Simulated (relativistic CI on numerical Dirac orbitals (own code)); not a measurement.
**Pd³⁺: 4p photoemission**

Computed with this model: Dirac-Coulomb-Breit CI, separate exchange-only KLI orbitals for each configuration, a model potential for QED, valence Slater integrals scaled by 0.8, multiplet model of photoemission in the sudden approximation; configurations [Kr] 4d7 → [Ar] 3d10 4s2 4p5 4d7; 300 K; Lorentzian 1.2 eV and Gaussian 0.6 eV FWHM. Energies are those of the free ion, without screening or charge transfer. The energies are binding energies and can lie tens of eV above those of solids. S is read from ⟨S²⟩ = S(S + 1).

Field parameters in Wybourne normalisation: Oh B⁴₀ = 21Dq, B⁴₄ = √(5/14) B⁴₀; Td as Oh with Dq negative (B⁴₀ = 21Dq, B⁴₄ = √(5/14) B⁴₀). The field is a parameter set, without covalency.

Peaks in eV (height, largest 100): 97.6 (100), 98.8 (83), 101.8 (47), 106.8 (28), 112.8 (33), 114.4 (33).

Q: Which surroundings give this spectrum?
A. Td, 10Dq = -17250 cm⁻¹
B. Oh, 10Dq = 43550 cm⁻¹
C. free ion
D. Oh, 10Dq = 33900 cm⁻¹

A: A. Td, 10Dq = -17250 cm⁻¹, where the ground state has S = 1.49.
